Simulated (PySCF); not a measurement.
**CsTl⁺ at TPSSh**

Computed with TPSSh; Cs def2-SVPD with ECP46, Tl def2-SVPD with ECP60; scalar-relativistic core potentials (PySCF 2.14).

| Item | Value |
| --- | --- |
| state | ²Σ⁺ (doublet), unpaired electrons σ ↑ |
| bond length | 4.550 Å |
| harmonic wavenumber | 33.2 cm⁻¹ |
| force constant | 0.0524 mdyn/Å |
| rotational constant Be | 0.01010 cm⁻¹ |
| anharmonicity ωexe | 0.0987 cm⁻¹ |
| vibration–rotation constant αe | 4.31e-05 cm⁻¹ |
| bond order (Mayer) | 0.23 |
| dipole moment (positive dipole points towards Tl; it is taken about the centre of mass and depends on that origin) | -8.77 D |

These are scalar-relativistic numbers at best; spin–orbit coupling would shift them, the dissociation energy most. The state is the lowest determinant that a PBE0 search found; another state may lie lower at other levels.
